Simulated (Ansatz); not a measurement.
Coupled-cluster diagnostics for Li₂Al₃, Ansatz.

Geometry of the doublet (B3LYP-D4/def2-TZVP):

```xyz
5

Al   -2.0994   -0.2104    0.1191
Al   -0.3009   -0.8850    1.7361
Al    0.5649   -0.3156   -0.5531
Li   -0.4248    1.7629    1.2852
Li    2.2602   -0.3519   -2.5873
```

Correlated methods freeze 15 core orbitals; core or outer-core shells of Li are correlated, in sets that lack core-valence functions. Another isomer (quartet) lies 0.07 eV lower at PBE0-D4/def2-TZVP; other spin states weren't run for this one.

Estimate the CCSD(T) correlation energy, the shares of MP2 and (T), T1 and the reference's ⟨S²⟩ for: charge 0, doublet, own geometry in def2-TZVPP; and the rough time on 2 threads of Arm Neoverse V1 on a shared host.


| state | basis | correlation (eV) | MP2 share (%) | (T) share (%) | T1 | ⟨S²⟩ (pure) | wall time | remarks |
| --- | --- | --- | --- | --- | --- | --- | --- | --- |
| charge 0, doublet, own geometry | def2-TZVPP | -9.475 | 80.4 | 7.2 | 0.083 | 1.52 (0.75) | 67 s | large T1, spin-contaminated |
Customary marks for T1 are 0.02 (closed shells), 0.045 (open shells) and about 0.05 (3d metals). T1 exceeds 0.02 in 1 of 1 rows and 0.045 in 1; the higher it lies, the less the single-reference result can be trusted.
